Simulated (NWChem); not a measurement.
All runs are NWChem calculations. System: HISSi, charge 0, spin multiplicity 1, at a geometry optimised with B3LYP/def2-SVP with def2 effective core potentials on I. The structure started from a generated list of species. Level: RHF/def2-TZVP with def2 effective core potentials on I.

Job file:

```
start mol
memory heap 200 mb stack 800 mb global 1000 mb
geometry units angstroms nocenter noautoz
  Si    -1.300928     0.884404     0.000000
  I      0.314774    -1.050803     0.000000
  S      0.145948     2.490701     0.000000
  H     -0.805201     3.459687     0.000000
  symmetry group Cs
end
basis spherical
  * library def2-tzvp
end
ecp
  I library def2-ecp
end
scf
  rhf
  nopen 0
  maxiter 100
  thresh 1e-7
  semidirect memsize 60000000 filesize 0
end
task scf energy
```

Output (cleaned and shortened):

```
             Northwest Computational Chemistry Package (NWChem) 7.3.0
             --------------------------------------------------------

                                NWChem Input Module
                                -------------------

 Scaling coordinates for geometry "geometry" by  1.889725989
 (inverse scale =  0.529177249)

 Turning off AUTOSYM since
 SYMMETRY directive was detected!

                             Geometry "geometry" -> ""
                             -------------------------

 Output coordinates in angstroms (scale by  1.889725989 to convert to a.u.)

  No.       Tag          Charge          X              Y              Z
 ---- ---------------- ---------- -------------- -------------- --------------
    1 Si                  14.0000    -1.30092800     0.88440400     0.00000000
    2 I                   53.0000     0.31477400    -1.05080300     0.00000000
    3 S                   16.0000     0.14594800     2.49070100     0.00000000
    4 H                    1.0000    -0.80520100     3.45968700     0.00000000

 Effective nuclear repulsion energy (a.u.)     352.2421471226

            Nuclear Dipole moment (a.u.)
            ----------------------------
        X                 Y               Z
 ---------------- ---------------- ----------------
    -0.0000056692    -0.0000000000     0.0000000000

      Symmetry information
      --------------------

 Group name             Cs
 Group number              2
 Group order               2
 No. of unique centers     4

      Symmetry unique atoms

     1    2    3    4


 Summary of "ao basis" -> "" (spherical)
 ------------------------------------------------------------------------------
       Tag                 Description            Shells   Functions and Types
 ---------------- ------------------------------  ------  ---------------------
 *                         def2-tzvp                  on all atoms

 Summary of "ao basis" -> "ao basis" (spherical)
 ------------------------------------------------------------------------------
       Tag                 Description            Shells   Functions and Types
[...]
     5      0.407712  1 Si s                 53      0.381464  2 I  px
     4      0.307311  1 Si s                 47     -0.298941  2 I  px
    15     -0.270443  1 Si px                50      0.229659  2 I  px
    56      0.203333  2 I  px                 3     -0.177630  1 Si s
   102      0.173774  3 S  px               105      0.154777  3 S  px

 Vector   29  Occ=0.000000D+00  E= 8.286611D-03  Symmetry=a"
              MO Center= -1.1D+00,  8.7D-01, -9.1D-14, r^2= 4.1D+00
   Bfn.  Coefficient  Atom+Function         Bfn.  Coefficient  Atom+Function
  ----- ------------  ---------------      ----- ------------  ---------------
    20      0.711320  1 Si pz                17      0.364827  1 Si pz
   107     -0.308243  3 S  pz                58     -0.220177  2 I  pz

 Vector   30  Occ=0.000000D+00  E= 7.760252D-02  Symmetry=a'
              MO Center= -8.5D-01,  4.1D-01,  1.9D-14, r^2= 7.3D+00
   Bfn.  Coefficient  Atom+Function         Bfn.  Coefficient  Atom+Function
  ----- ------------  ---------------      ----- ------------  ---------------
    19      0.970222  1 Si py                43      0.869818  2 I  s
    18     -0.622262  1 Si px                57      0.584729  2 I  py
     5     -0.573039  1 Si s                 56     -0.549862  2 I  px
    16      0.266118  1 Si py               105      0.239860  3 S  px
    92     -0.204527  3 S  s                106     -0.176874  3 S  py

 Vector   31  Occ=0.000000D+00  E= 1.150918D-01  Symmetry=a'
              MO Center= -1.0D+00,  1.0D+00,  1.7D-14, r^2= 7.1D+00
   Bfn.  Coefficient  Atom+Function         Bfn.  Coefficient  Atom+Function
  ----- ------------  ---------------      ----- ------------  ---------------
    92      1.208314  3 S  s                  5     -1.071880  1 Si s
    18     -1.023177  1 Si px                19     -0.884980  1 Si py
   106     -0.673949  3 S  py               105     -0.489536  3 S  px
    57      0.363976  2 I  py                15     -0.231212  1 Si px
   102     -0.158910  3 S  px                16     -0.154950  1 Si py

 center of mass
 --------------
 x =   0.07447691 y =  -0.25636099 z =   0.00000000

 moments of inertia (a.u.)
 ------------------
        1317.551219571441         229.776216964475           0.000000000000
         229.776216964475         217.709329526585           0.000000000000
           0.000000000000           0.000000000000        1535.260549098026

  Mulliken analysis of the total density
  --------------------------------------

    Atom       Charge   Shell Charges
 -----------   ------   -------------------------------------------------------
    1 Si  14    13.62   2.00  0.59  1.38  1.12  0.69  4.10  1.74  0.39  0.99  0.34  0.07  0.18  0.03
    2 I   25    25.25   0.19 -0.77  1.58  1.01  1.08  0.85 -0.49  6.45  1.33  2.91  1.08  9.23  0.76  0.05  0.01  0.00
    3 S   16    16.28   2.01  0.49  1.48  1.05  0.80  4.18  1.69  0.87  2.41  1.20  0.03  0.07  0.01
    4 H    1     0.85   0.23  0.49  0.10  0.02

       Multipole analysis of the density wrt the origin
       ------------------------------------------------

     L   x y z        total         open         nuclear
     -   - - -        -----         ----         -------
     0   0 0 0     -0.000000      0.000000     56.000000

     1   1 0 0     -0.599681      0.000000    -16.655431
     1   0 1 0      0.639715      0.000000     55.600433
     1   0 0 1     -0.000000      0.000000      0.000000

     2   2 0 0    -40.594898      0.000000     96.990177
     2   1 1 0     -3.153407      0.000000    -76.229073
     2   1 0 1      0.000000      0.000000      0.000000
     2   0 2 0    -37.556541      0.000000    534.881003
     2   0 1 1      0.000000      0.000000      0.000000
     2   0 0 2    -40.199806      0.000000      0.000000

 Task  times  cpu:        9.0s     wall:        9.0s

 Total times  cpu:        9.0s     wall:        9.0s
```
